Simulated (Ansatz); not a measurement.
Energy difference R1 → P1 + P2, each structure at its B3LYP-D3(BJ)/def2-TZVP stationary point, reached from a drawn start (curvature not checked).
P1: H2 (SMILES [H][H]), charge 0, multiplicity 1.
P2: O atom, charge 0, multiplicity 3.
R1, H2O (SMILES O) (charge 0, multiplicity 1):
| atom | x (Å) | y (Å) | z (Å) |
|---|---|---|---|
| O | 0.0072 | 0.3896 | 0.0000 |
| H | -0.7685 | -0.1807 | 0.0000 |
| H | 0.7613 | -0.2089 | 0.0000 |

P less R. No zero-point or thermal terms; singlets are restricted closed shells; open shells are unrestricted; no spin–orbit coupling.

Run with Ansatz (Gaussian orbitals). No computed number here is a measurement.

### Question
One of these levels gives 152.05 kcal/mol for the reaction energy. Which one is it?
A. SVWN5/def2-TZVPP
B. CAM-B3LYP/def2-TZVPP
C. BHLYP/def2-TZVPP
D. HF/cc-pVDZ

### Answer
A, SVWN5/def2-TZVPP. The others give 66.23 (HF/cc-pVDZ), 110.32 (BHLYP/def2-TZVPP), 121.56 (CAM-B3LYP/def2-TZVPP)

Ansatz is an electronic-structure program.
